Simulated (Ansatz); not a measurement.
`FCC(F)CF` and `FCC(F)(F)CF` differ in one atom or group.

Ansatz, PBE0-D4/def2-TZVP geometries, multiplicity 1. Each molecule was computed in one conformer, which needn't be the lowest.

```tsv
property	`FCC(F)CF`
HOMO–LUMO gap (ωB97M-V/def2-TZVPP) / eV	14.43
HOMO energy (ωB97M-V/def2-TZVPP) / eV	-11.90
size of the dipole moment (B3LYP/def2-TZVPP) / D	2.75
LUMO energy (PBE/def2-TZVPP) / eV	0.18
size of the dipole moment (ωB97M-V/def2-TZVPP) / D	2.74
LUMO energy (B3LYP/def2-TZVPP) / eV	0.68
```

(1) What does the change do to each property? (Estimate.)

Results:

(1) Ansatz gave: 
```json
{"property": "HOMO–LUMO gap (ωB97M-V/def2-TZVPP) / eV", "`FCC(F)(F)CF`": "14.94", "shift": "0.51"}
{"property": "HOMO energy (ωB97M-V/def2-TZVPP) / eV", "`FCC(F)(F)CF`": "-11.99", "shift": "-0.09"}
{"property": "size of the dipole moment (B3LYP/def2-TZVPP) / D", "`FCC(F)(F)CF`": "0.01", "shift": "-2.74"}
{"property": "LUMO energy (PBE/def2-TZVPP) / eV", "`FCC(F)(F)CF`": "0.25", "shift": "0.07"}
{"property": "size of the dipole moment (ωB97M-V/def2-TZVPP) / D", "`FCC(F)(F)CF`": "0.02", "shift": "-2.72"}
{"property": "LUMO energy (B3LYP/def2-TZVPP) / eV", "`FCC(F)(F)CF`": "0.98", "shift": "0.30"}
```

With PBE0 the HOMO falls by 0.10 eV and the LUMO rises by 0.28 eV, so the gap widens by about 0.38 eV. PBE moves the HOMO by -0.11 eV and ωB97M-V by -0.09 eV.

Positive LUMOs are unbound, so they and the gaps depend on the basis.

B3LYP here is the variant with VWN-RPA as its local correlation; programs differ in this.
